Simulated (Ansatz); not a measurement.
Problem. Name a neutral molecule of Br, Cl, F, Sn with HOMO–LUMO gap (PBE0/def2-TZVPP) between 5.95 and 6.25 eV and zero-point energy (PBE0-D4/def2-TZVP) between 5 and 21 kJ/mol (Ansatz, PBE0-D4/def2-TZVP geometry).

Solution. `[F][Sn]([Cl])([Cl])[Br]` (6.18 eV, 13.9 kJ/mol). Other molecules can fit too; these were computed, each in one conformer that needn't be the lowest.
